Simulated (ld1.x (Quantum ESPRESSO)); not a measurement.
# Reading a pseudo-wave (Al)

Columns: radius, all-electron u(r) and pseudo u(r) of the 3p shell (level -2.71 eV) of aluminium in the configuration [Ne] 3s2 3p1; PBE, scalar-relativistic, TM scheme, ld1.x (Quantum ESPRESSO) 7.5.

```tsv
r (bohr)	all-electron	pseudo
0.105	0.0782	-0.0026
0.210	0.1695	-0.0104
0.315	0.2112	-0.0231
0.420	0.2068	-0.0405
0.525	0.1708	-0.0623
0.630	0.1163	-0.0878
0.735	0.0526	-0.1167
0.840	-0.0144	-0.1483
0.945	-0.0808	-0.1820
1.050	-0.1444	-0.2173
1.155	-0.2039	-0.2536
1.260	-0.2584	-0.2903
1.365	-0.3079	-0.3268
1.470	-0.3523	-0.3625
1.575	-0.3919	-0.3967
1.680	-0.4268	-0.4286
1.785	-0.4571	-0.4576
1.890	-0.4829	-0.4830
1.995	-0.5043	-0.5043
2.100	-0.5217	-0.5217
2.205	-0.5354	-0.5354
2.310	-0.5455	-0.5455
2.415	-0.5525	-0.5525
2.520	-0.5566	-0.5566
2.625	-0.5581	-0.5581
2.730	-0.5573	-0.5573
```

Q: How many radial nodes do the two functions have?

A: The all-electron 3p function has n − l − 1 = 1; the pseudo-wave has 0, since the states of the same l below it are removed with the core.

Q: At about which radius was the pseudo-wave matched?

A: 2.10 bohr. The columns agree to 0.0005 from 1.89 bohr on; several derivatives are matched, so the curves merge somewhat inside the radius.

Q: Is the pseudo-wave norm-conserving?

A: Yes: the TM scheme keeps the norm inside the radius equal to the all-electron one, which fixes the energy derivative of the logarithmic derivative at the level.
